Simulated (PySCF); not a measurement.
B(H)(PH2)2 (BH₅P₂), SMILES PBP.

The structure is a stationary point at B3LYP-D3(BJ)/def2-TZVP. One conformer was computed; it need not be the lowest.

The numbers are results of PySCF with HF/def2-TZVPD, not measurements.

Symmetry labels are those of the subgroup Cs that the program uses (full group Cs).

Computed valence orbital energies around the gap with their symmetry:
| orbital | symmetry | energy (eV) |
|---|---|---|
| HOMO−7 | A" | -22.81 |
| HOMO−6 | A' | -17.67 |
| HOMO−5 | A' | -15.16 |
| HOMO−4 | A" | -14.45 |
| HOMO−3 | A' | -12.95 |
| HOMO−2 | A" | -12.60 |
| HOMO−1 | A' | -10.67 |
| HOMO | A" | -9.46 |
| LUMO | A' | 1.34 |
| LUMO+1 | A' | 1.50 |
| LUMO+2 | A" | 2.46 |
| LUMO+3 | A' | 2.57 |
